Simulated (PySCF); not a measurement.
**Dipole moment and polarisability of `C[Si@@](F)(Cl)CC(F)(F)F`**

Compound: C3H5ClF4Si.
Structure used (GFN2-xTB), in Å, numbered top down from 1:
```xyz
14
C3H5ClF4Si angstrom
C      1.7798   -0.3138    0.7830
Si     0.8361    0.1123   -0.7948
F      1.4767    1.4682   -1.4087
Cl     0.9439   -1.2849   -2.2200
C     -0.9845    0.6350   -0.5085
C     -1.6698   -0.1928    0.5380
F     -1.1352   -0.0277    1.7613
F     -1.6091   -1.5119    0.2846
F     -2.9736    0.1048    0.6612
H      1.4134   -1.2307    1.2358
H      2.8376   -0.4501    0.5717
H      1.6902    0.4749    1.5255
H     -1.0389    1.6745   -0.1856
H     -1.5673    0.5420   -1.4256
```

Level: wB97X-D/def2-SVPD (PySCF), static field, nuclei fixed, core orbitals frozen in the response. The polarisability tensor in these axes (au):

```
x   76.34 -2.69 -0.84
y   -2.69 68.89  4.01
z   -0.84  4.01 76.40
```

**Question.** What are the eigenvalues, a third of the trace, and Δα (Δα² = ½Σ(αi − αj)² over the three pairs)?

**Answer.** Principal values 66.66, 75.56 and 79.40 au; mean 73.88 au = 10.95 Å³ = 12.18 × 10⁻⁴⁰ C²·m²/J; Δα = 11.32 au (15 % of the mean).

**Question.** What is the dipole moment, and where does it point?

**Answer.** (0.72, 0.44, 0.34) D, 0.91 D in size, pointing from the negative to the positive side. Measured along this direction, the outermost atoms are F9 at the negative end and H11 and H12 at the positive end.

**Question.** Estimate the molar refractivity from the static electronic polarisability.

**Answer.** Lorentz–Lorenz: R = (4π/3)N_A α = 2.5225 cm³/(mol·Å³) × 10.95 Å³ = 27.6 cm³/mol, in the limit of long wavelengths.

**Question.** What are the principal values of the traceless quadrupole moment, Θ = ½Σq(3rr − r²1), about the centre of nuclear charge?

**Answer.** -11.79, 2.12, 9.68 D·Å. The values depend on the origin, since the dipole doesn't vanish. The electronic extent ⟨r²⟩ about the same centre is 1699 bohr², a root-mean-square distance of 2.30 Å for the 90 electrons.

**Question.** What depolarisation ratio follows for Rayleigh scattering of linearly polarised light, taking the static tensor?

**Answer.** ρ = 3Δα²/(45ᾱ² + 4Δα²) = 384.2/(245589 + 512.2) = 0.00156.

**Question.** Find the Langevin capture rate constant for NH4+ (18.034 u) meeting this molecule (179.979 u), k = 2.342 × 10⁻⁹ cm³/s × √(α in Å³ / reduced mass in u).

**Answer.** The reduced mass is 16.39 u, so k = 1.91 × 10⁻⁹ cm³/s. The formula leaves out the permanent dipole, which adds to the capture rate.

Isolated species at its GFN2-xTB geometry (one conformer only).
